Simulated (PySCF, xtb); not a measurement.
B(Me)2(NH2) (C2H8BN), SMILES CB(N)C. Other conformers were not sampled.

Harmonic wavenumbers (cm⁻¹) from GFN2-xTB (xtb) at its own minimum, in rising order: 36, 74, 285, 343, 355, 549, 612, 724, 804, 827, 850, 914, 920, 1188, 1387, 1394, 1402, 1502, 1504, 1508, 1515, 1550, 3014, 3017, 3021, 3024, 3031, 3034, 3478, 3514.

What does PBE-D3(BJ)/def2-SVP run with PySCF 2.14.0 give at its own minimum? (Estimate from the structure and the level; the computed values follow.)

81, 134, 299, 354, 380, 532, 572, 708, 760, 789, 849, 879, 911, 1163, 1254, 1296, 1333, 1379, 1385, 1398, 1427, 1551, 2956, 2960, 3034, 3038, 3051, 3052, 3501, 3603. Paired by order, the mean absolute difference is 47 cm⁻¹ and the zero-point energies are 64.9 and 63.8 kcal/mol.
